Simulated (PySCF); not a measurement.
## Correlation energy of Ne²⁺ (neon, charge +2)

[He] 2s2 2p3 3d1, high-spin 5D determinant (an excited configuration). Calculation: PySCF 2.14, in aug-cc-pVDZ (4s3p2d, 23 functions); no relativity, point nucleus. Frozen: 1s2; 6 electrons correlated.

```
  level  correlation energy (mhartree)
   CCSD                         -91.58
    (T)                          -1.05
CCSD(T)                         -92.63
  CCSDT                         -92.92
```

Diagnostics: T1 = 0.0019, D1 = 0.0035, largest double amplitude 0.086.

The outer electron is Rydberg-like, and this basis confines it to a smaller radius and binds it less than a complete one would.

Cost of the coupled-cluster step: about 0.3 core-seconds, for 6 correlated electrons.

Iterations:

```
CC2 = 0
CCSD nocc = (np.int64(5), np.int64(1)), nmo = (22, 22)
frozen orbitals [[0], [0]]
max_cycle = 100
direct = 0
conv_tol = 1e-08
conv_tol_normt = 1e-06
diis_space = 8
diis_start_cycle = 0
Init t2, MP2 energy = -0.0747648753065796
Init E_corr(UCCSD) = -0.0747648753068978
cycle = 1  E_corr(UCCSD) = -0.0863077361455845  dE = -0.0115428608  norm(t1,t2) = 0.0257759
cycle = 2  E_corr(UCCSD) = -0.0888261470053279  dE = -0.00251841086  norm(t1,t2) = 0.0144262
cycle = 3  E_corr(UCCSD) = -0.0909480803768038  dE = -0.00212193337  norm(t1,t2) = 0.0111982
cycle = 4  E_corr(UCCSD) = -0.0913053747654347  dE = -0.000357294389  norm(t1,t2) = 0.00698522
cycle = 5  E_corr(UCCSD) = -0.0915929105647985  dE = -0.000287535799  norm(t1,t2) = 0.00201567
cycle = 6  E_corr(UCCSD) = -0.0915644578112384  dE = 2.84527536e-05  norm(t1,t2) = 0.00040398
cycle = 7  E_corr(UCCSD) = -0.0915781646927507  dE = -1.37068815e-05  norm(t1,t2) = 7.03442e-05
cycle = 8  E_corr(UCCSD) = -0.0915746463137961  dE = 3.51837895e-06  norm(t1,t2) = 1.61059e-05
cycle = 9  E_corr(UCCSD) = -0.0915753603476258  dE = -7.1403383e-07  norm(t1,t2) = 3.26731e-06
cycle = 10  E_corr(UCCSD) = -0.0915753722097533  dE = -1.18621276e-08  norm(t1,t2) = 1.62343e-07
cycle = 11  E_corr(UCCSD) = -0.0915753760722422  dE = -3.86248891e-09  norm(t1,t2) = 2.3695e-08
UCCSD converged
E(UCCSD) = -124.1750196595128  E_corr = -0.09157537607224224
UCCSD(T) correction = -0.00104957900809837
```
